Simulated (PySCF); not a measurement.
Induced dipoles and field energies

Compound: C7H7OP.
Cartesian coordinates in Å at the GFN2-xTB level; atoms count from 1:
```
atom  x, y, z in Å
C1     2.771   -0.730   -0.121
C2     1.293   -0.491   -0.035
C3     0.815    0.803   -0.174
C4    -0.519    1.151   -0.116
C5    -1.537    0.219    0.092
C6    -2.925    0.702    0.134
O7    -3.267    1.849    0.002
C8    -1.286   -1.136    0.257
P9     0.272   -1.887    0.237
H10    3.156   -0.398   -1.086
H11    3.005   -1.786    0.001
H12    3.294   -0.167    0.653
H13    1.541    1.590   -0.339
H14   -0.814    2.184   -0.234
H15   -3.671   -0.102    0.304
H16   -2.135   -1.792    0.413
```

Level: CAM-B3LYP/def2-SVPD (PySCF); nuclei fixed, core orbitals frozen in the response. Permanent dipole (2.395, -1.202, -0.021) D (1 au = 2.5417 D). Static polarisability (au):

```
x   144.53 -14.70  -4.27
y   -14.70 121.62  -6.60
z    -4.27  -6.60  66.23
```

Only the terms in μ and α are kept: μ(F) = μ + αF and ΔE = −μ·F − ½ F·αF.

Problem. A field of 0.01 au (0.514 V/Å) is applied along each axis in both senses. Find the induced dipole, the size of the total dipole and the two energy terms.

Solution. 
```json
{"field along": "+x", "induced x (D)": "3.674", "induced y (D)": "-0.374", "induced z (D)": "-0.109", "total size (D)": "6.271", "−μ·F (kJ/mol)": "-24.739", "−½F·αF (kJ/mol)": "-18.973"}
{"field along": "−x", "induced x (D)": "-3.674", "induced y (D)": "0.374", "induced z (D)": "0.109", "total size (D)": "1.526", "−μ·F (kJ/mol)": "+24.739", "−½F·αF (kJ/mol)": "-18.973"}
{"field along": "+y", "induced x (D)": "-0.374", "induced y (D)": "3.091", "induced z (D)": "-0.168", "total size (D)": "2.773", "−μ·F (kJ/mol)": "+12.416", "−½F·αF (kJ/mol)": "-15.966"}
{"field along": "−y", "induced x (D)": "0.374", "induced y (D)": "-3.091", "induced z (D)": "0.168", "total size (D)": "5.111", "−μ·F (kJ/mol)": "-12.416", "−½F·αF (kJ/mol)": "-15.966"}
{"field along": "+z", "induced x (D)": "-0.109", "induced y (D)": "-0.168", "induced z (D)": "1.683", "total size (D)": "3.141", "−μ·F (kJ/mol)": "+0.217", "−½F·αF (kJ/mol)": "-8.694"}
{"field along": "−z", "induced x (D)": "0.109", "induced y (D)": "0.168", "induced z (D)": "-1.683", "total size (D)": "3.200", "−μ·F (kJ/mol)": "-0.217", "−½F·αF (kJ/mol)": "-8.694"}
```

Problem. For the field (0.0020, -0.0040, -0.0030) au, what is the induced dipole, and what angle does it make with the field?

Solution. αF = (0.917, -1.261, -0.460) D, at 19.4° to the field. The polarisability along this direction, F·αF/F², is 112.01 au, against a mean of 110.79 au.

Problem. At what field along the permanent dipole would the induced dipole along it equal the permanent one, in this linear picture?

Solution. The polarisability along the dipole is 151.72 au, so F = 1.0543 au / 151.72 au = 0.0069 au = 0.36 V/Å; higher-order terms are ignored.

Problem. What field makes μF equal to kT at 298 K?

Solution. kT = 0.9437 × 10⁻³ Eh, so F = 0.000895 au = 4.6 MV/cm.

Problem. Induction energy −ᾱe²/2R⁴ of a unit charge at 8 Å, the molecule taken as a point?

Solution. R = 15.12 bohr, so the energy is −110.8/(2 × 15.12⁴) Eh = -2.78 kJ/mol. The charge–dipole term at its most favourable orientation, −μe/R², is -12.1 kJ/mol.

One conformer (not necessarily the lowest) at the GFN2-xTB geometry, without solvent, vibrations or thermal averaging.
